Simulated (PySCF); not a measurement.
F₂H₆Si₃, SMILES F[Si](F)([SiH3])[SiH3].

Geometry: TPSSh-D3(BJ)/def2-SVP.

These are PBE/def2-TZVP (PySCF) values and carry that method's errors.

Symmetry labels are those of the subgroup C2v that the program uses (full group C2v).

Q: List the valence orbital energies around the gap with their symmetry. (The exact figures need the calculation; the answer reports its results.)

A: 
```json
[
 {"orbital": "HOMO−7", "symmetry": "A2", "energy (eV)": "-10.15"},
 {"orbital": "HOMO−6", "symmetry": "B2", "energy (eV)": "-9.88"},
 {"orbital": "HOMO−5", "symmetry": "A1", "energy (eV)": "-9.14"},
 {"orbital": "HOMO−4", "symmetry": "B2", "energy (eV)": "-8.89"},
 {"orbital": "HOMO−3", "symmetry": "B1", "energy (eV)": "-8.79"},
 {"orbital": "HOMO−2", "symmetry": "A2", "energy (eV)": "-8.79"},
 {"orbital": "HOMO−1", "symmetry": "A1", "energy (eV)": "-8.70"},
 {"orbital": "HOMO", "symmetry": "B1", "energy (eV)": "-6.80"},
 {"orbital": "LUMO", "symmetry": "A1", "energy (eV)": "-1.83"},
 {"orbital": "LUMO+1", "symmetry": "B2", "energy (eV)": "-1.68"},
 {"orbital": "LUMO+2", "symmetry": "A1", "energy (eV)": "-0.59"},
 {"orbital": "LUMO+3", "symmetry": "A2", "energy (eV)": "-0.09"}
]
```
